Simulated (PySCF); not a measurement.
CH₅AlClN, SMILES [CH3][Al]([NH2])[Cl].

The structure is a stationary point at B3LYP-D3(BJ)/def2-SVP. The values are those of a single conformer.

The numbers are results of B3LYP-D3(BJ)/def2-SVP (PySCF), not measurements.

Frequencies are harmonic and unscaled.

```tsv
mode	ν (cm⁻¹)	IR (km/mol)	Raman (Å⁴/amu)	depolarisation	moving atoms (share of kinetic energy)
1	68	0.1	0.0	–	H 98 %
2	158	4.5	2.1	0.70	C 30 %, H 26 %, Cl 21 %, Al 15 %, N 9 %
3	181	3.7	2.3	0.75	N 35 %, H 28 %, Cl 17 %, Al 12 %
4	201	12.8	0.2	0.75	Al 60 %, H 20 %, N 10 %
5	375	6.0	0.0	–	H 98 %
6	438	177.8	0.1	0.75	H 81 %, N 18 %
7	464	25.4	11.9	0.10	Cl 45 %, Al 20 %, C 16 %, N 10 %, H 8 %
8	607	4.6	3.7	0.26	H 64 %, C 17 %, N 13 %
9	650	30.0	5.3	0.17	H 46 %, C 26 %, Al 18 %
10	664	33.5	0.6	0.75	H 76 %, C 18 %
11	744	192.9	0.8	0.25	H 52 %, Al 24 %, C 15 %
12	859	126.9	7.4	0.25	Al 45 %, N 41 %, H 12 %
13	1222	21.5	1.7	0.05	H 79 %, C 21 %
14	1427	2.1	10.0	0.75	H 95 %
15	1430	0.8	11.6	0.75	H 96 %
16	1524	49.8	4.7	0.75	H 89 %, N 11 %
17	3022	3.2	129.9	0.00	H 97 %
18	3107	4.2	86.8	0.75	H 91 %, C 9 %
19	3118	7.8	97.6	0.74	H 91 %, C 9 %
20	3572	26.5	156.6	0.11	H 96 %
21	3658	23.8	97.1	0.75	H 91 %, N 9 %
```
